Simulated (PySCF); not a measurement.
Two species compared at the same levels of theory.

First species: C5H12GeSi.
SMILES: `C[CH](C)[GeH2][C]#C[SiH3]`

Second species: C6H8O4.
Z-matrix (Å and degrees, PBE0-D3(BJ)/def2-SVP geometry), rows numbered from 1:
```
C 
O   1  1.4174
C   2  1.3234  1  115.66
O   3  1.1987  2  125.52  1     0.01
C   3  1.5344  2  110.03  1   179.77
O   5  1.1980  3  124.30  2    -2.02
O   5  1.3258  3  109.30  2   177.75
C   7  1.4064  5  117.79  3   179.32
C   8  1.4919  7  116.27  5  -130.43
C   8  1.4875  7  115.28  5   161.33
H   1  1.1000  2  110.71  3   -59.01
H   1  1.0955  2  106.30  3  -178.97
H   1  1.1002  2  110.67  3    61.17
H   8  1.0919  7  113.22  5    15.32
H   9  1.0930  8  118.09 10  -109.51
H   9  1.0928  8  116.40 10   107.35
H  10  1.0928  8  116.30  9  -107.55
H  10  1.0929  8  118.08  9   109.53
```

Levels: CAM-B3LYP/def2-SVPD for dipole moment, HOMO energy, LUMO energy, HOMO–LUMO gap, static isotropic polarisability and electronic spatial extent ⟨r²⟩ about the centre of nuclear charge; TDDFT CAM-B3LYP/def2-SVPD for lowest singlet excitation; TDA CAM-B3LYP/def2-SVPD for lowest triplet excitation (Tamm–Dancoff); ΔSCF CAM-B3LYP/def2-SVPD for vertical ionisation energy; PBE0-D3(BJ)/def2-SVP for rotational constant A and rotational constant C. Geometries: PBE0-D3(BJ)/def2-SVP. Each species is one conformer at its optimised geometry, gas phase, non-relativistic unless stated; the electronic structure was computed with PySCF and density fitting.

Dipoles, sizes and rotational constants follow the conformer. The torsions of the flexible species, by atom-mapped SMILES:
- `[CH3:1][CH:2]([CH3:3])[GeH2:4][C:5]#[C:6][SiH3:7]`: C1–C2–Ge4–C5 62°
- `[CH3:1][O:2][C:3](=[O:4])[C:5](=[O:6])[O:7][CH:8]1[CH2:9][CH2:10]1`: C1–O2–C3–O4 0°, O2–C3–C5–O6 -2°, C3–C5–O7–C8 179°, C5–O7–C8–C9 -130°

(1) Which has the higher ⟨r²⟩?

(2) Which has the higher dipole moment?

(3) Which of the two has the higher S1 energy, and by how much?

(4) Which has the higher HOMO–LUMO gap?

(5) Which of the two has the higher rotational constant C, and by how much?

(6) Which has the higher vertical ionisation energy?

(7) Which of the two has the higher T1 energy, and by how much?

(8) Which has the higher rotational constant A?

## Answers

(1) The first: 2090 bohr² against 1903 bohr², a difference of 187 bohr².

(2) The first: 1.26 D against 0.36 D, a difference of 0.90 D.

(3) The first: 5.60 eV against 4.45 eV, a difference of 1.15 eV.

(4) The first: 9.64 eV against 8.91 eV, a difference of 0.73 eV.

(5) The second: 0.590 GHz against 0.557 GHz, a difference of 0.033 GHz.

(6) The second: 10.26 eV against 9.62 eV, a difference of 0.64 eV.

(7) The first: 4.63 eV against 3.94 eV, a difference of 0.69 eV.

(8) The second: 3.928 GHz against 2.213 GHz, a difference of 1.715 GHz.

On the first: The dipole matches unit charges of opposite sign 0.26 Å apart (1 e·Å = 4.8032 D). The ΔSCF ionisation energy exceeds −ε(HOMO) by 0.61 eV with CAM-B3LYP. The calculation is non-relativistic and has no spin–orbit coupling, an omission that weighs most on germanium.

On the second: The polarisability is 12.49 Å³ as a volume (1 au = 0.148185 Å³), or 1.11 au for each of the 76 electrons. The dipole equals about 1.2 × 10⁻³⁰ C·m (1 D = 3.33564 × 10⁻³⁰ C·m).
